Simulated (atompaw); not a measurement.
## An all-electron radial function and its pseudo partner (chlorine (Cl))

Columns: radius, all-electron u(r) and pseudo u(r) of the 3s shell (level -31.92 eV) of chlorine in the configuration [Ne] 3s2 3p4; PBE, non-relativistic, PAW (atompaw) scheme, atompaw 4.2.0.5.

| r (bohr) | all-electron | pseudo |
| --- | --- | --- |
| 0.065 | 0.2183 | 0.1001 |
| 0.131 | -0.0425 | 0.2004 |
| 0.196 | -0.2943 | 0.2968 |
| 0.262 | -0.4284 | 0.3909 |
| 0.327 | -0.4416 | 0.4788 |
| 0.392 | -0.3682 | 0.5611 |
| 0.458 | -0.2385 | 0.6380 |
| 0.523 | -0.0837 | 0.7065 |
| 0.588 | 0.0790 | 0.7673 |
| 0.654 | 0.2389 | 0.8208 |
| 0.719 | 0.3833 | 0.8652 |
| 0.785 | 0.5123 | 0.9018 |
| 0.850 | 0.6202 | 0.9296 |
| 0.915 | 0.7090 | 0.9495 |
| 0.981 | 0.7804 | 0.9621 |
| 1.046 | 0.8332 | 0.9674 |
| 1.112 | 0.8705 | 0.9662 |
| 1.177 | 0.8930 | 0.9592 |
| 1.242 | 0.9032 | 0.9470 |
| 1.308 | 0.9030 | 0.9301 |
| 1.373 | 0.8939 | 0.9095 |
| 1.438 | 0.8776 | 0.8856 |
| 1.504 | 0.8552 | 0.8586 |
| 1.569 | 0.8285 | 0.8296 |
| 1.635 | 0.7980 | 0.7982 |
| 1.700 | 0.7655 | 0.7655 |

Q: How many radial nodes do the two functions have?

A: The all-electron 3s function has n − l − 1 = 2; the pseudo-wave has 0, since the states of the same l below it are removed with the core.

Q: Where does each function peak?

A: Outermost all-electron maximum near 1.24 bohr, pseudo maximum near 1.05 bohr (to the table’s step).

Q: Is the pseudo-wave norm-conserving?

A: No, it belongs to a PAW set: the norm inside the radius is not constrained, and the difference is carried by the augmentation charge.
